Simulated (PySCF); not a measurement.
**Electronic structure of Zr (zirconium, neutral) at the PBE0 level**

Configuration: [Kr] 4d1 5s2 5p1, one real determinant (an excited configuration). Calculation: PySCF 2.14, in ANO-RCC-VTZP (7s6p4d2f1g, 68 functions); scalar relativity by spin-free X2C-1e.

```
Total energy                                                  : -3597.71 hartree
One-electron energy                                           : -4959.53 hartree
Hartree (Coulomb) energy                                      : 1476.38 hartree
Exchange-correlation energy                                   : -114.56 hartree
⟨S²⟩                                                          : 2.0105
⟨L²⟩                                                          : 8.070
Sum of ⟨r⟩                                                    : 33.43 bohr
Sum of ⟨r²⟩                                                   : 75.09 bohr²
Traceless quadrupole moment −½Σ⟨3z² − r²⟩ along its main axis : -8.07 e·bohr²
Langevin diamagnetic susceptibility                           : -59.5 ×10⁻⁶ cm³/mol
```

| shell | electrons | mean orbital energy (hartree) | spread (hartree) | rms radius, mean of both spins (bohr) |
| --- | --- | --- | --- | --- |
| 1s α | 1 | -656.99868 | 0 | 0.0426 |
| 1s β | 1 | -656.99836 | 0 | 0.0426 |
| 2s α | 1 | -91.87833 | 0 | 0.176 |
| 2s β | 1 | -91.87469 | 0 | 0.176 |
| 2p α | 3 | -81.92139 | 0.00260 | 0.156 |
| 2p β | 3 | -81.91812 | 0.00492 | 0.156 |
| 3s α | 1 | -15.48393 | 0 | 0.490 |
| 3s β | 1 | -15.48136 | 0 | 0.490 |
| 3p α | 3 | -12.21009 | 0.00930 | 0.498 |
| 3p β | 3 | -12.20708 | 0.00992 | 0.498 |
| 3d α | 5 | -6.82998 | 0.00881 | 0.497 |
| 3d β | 5 | -6.82529 | 0.01278 | 0.497 |
| 4s α | 1 | -2.28827 | 0 | 1.29 |
| 4s β | 1 | -2.26322 | 0 | 1.29 |
| 4p α | 3 | -1.42182 | 0.00540 | 1.45 |
| 4p β | 3 | -1.39115 | 0.02547 | 1.45 |
| 4d α | 1 | -0.30173 | 0 | 2.24 |
| 5s α | 1 | -0.24915 | 0 | 3.74 |
| 5s β | 1 | -0.21471 | 0 | 3.74 |
| 5p α | 1 | -0.11972 | 0 | 4.63 |

⟨L²⟩ = 8.07 against 12 for a pure F term, so this real determinant mixes terms.

Densities and radii are taken from the X2C orbitals without a picture-change correction, which distorts them close to the nucleus.
